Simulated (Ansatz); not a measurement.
Spin states of H6O5W (SMILES [OH][WH]([OH])([OH])([OH])[OH]), each relaxed at B3LYP-D3(BJ)/def2-TZVP; lowest solutions found, singlets restricted, no spin–orbit coupling, no relativity up to Kr.
Multiplicity 1 (charge 0, multiplicity 1):
```xyz
12

W     -0.01481    -0.17033     0.12944
O      1.50357    -1.13868     0.76632
H      2.34429    -0.66456     0.78217
O     -1.14801     0.44735     1.52011
H     -1.94417     0.95777     1.32244
O     -1.17697     1.10910    -0.82540
H     -1.07850     1.15942    -1.77917
O     -0.87578    -1.85168     0.03853
H     -0.55509    -2.64746    -0.39547
O      1.38476     1.16570     0.01823
H      1.09401     2.01102    -0.34272
H      0.24645    -0.49013    -1.54030
```
Multiplicity 3 (charge 0, multiplicity 3):
```xyz
12

W     -0.179     0.096    -0.071
O      1.390    -1.149    -0.017
H      2.206    -0.625     0.012
O     -1.021     0.875     1.471
H     -1.680     0.288     1.870
O     -1.197     0.799    -1.483
H     -1.018     0.722    -2.424
O     -1.112    -1.515     0.473
H     -0.670    -2.359     0.323
O      1.226     1.394     0.271
H      1.007     2.066     0.930
H      0.826    -0.705    -1.663
```

Programs: Ansatz (Gaussian orbitals). Values without a source in brackets are computed. In def2 rows elements past Kr take small-core potentials, without spin–orbit coupling.

The energy of multiplicity 3 less that of multiplicity 1 (kcal/mol) and the share of exact exchange:

| functional | exact exchange (%) | value |
|---|---|---|
| PBE/def2-TZVPP | 0 | 51.39 |
| PBE0/def2-TZVPP | 25 | 47.50 |
| BLYP/def2-TZVPP | 0 | 52.26 |
| B3LYP/def2-TZVPP | 20 | 49.81 |
| BHLYP/def2-TZVPP | 50 | 44.30 |
| r2SCAN/def2-TZVPP | 0 | 49.72 |
| r2SCANh/def2-TZVPP | 10 | 47.85 |

Q: Take the value as linear in the share of exact exchange along PBE and PBE0. Give the slope, say whether the sign turns, and set the other functionals against that line.

A: 
Slope: (47.50 − (51.39))/2.5 = -1.56 kcal/mol for each 10 %. The line keeps its sign from 0 to 100 %. At 50 % it gives 43.6 kcal/mol. The LYP pair gives (44.30 − (52.26))/5 = -1.59 for each 10 %. BHLYP, at 50 %, lies 0.7 from the PBE line. B3LYP, at 20 %, lies 1.5 from the PBE line. r2SCAN, with none, stands -1.7 from PBE. The r2SCAN pair gives -1.87 for 10 %.

Ansatz is a first-principles code.
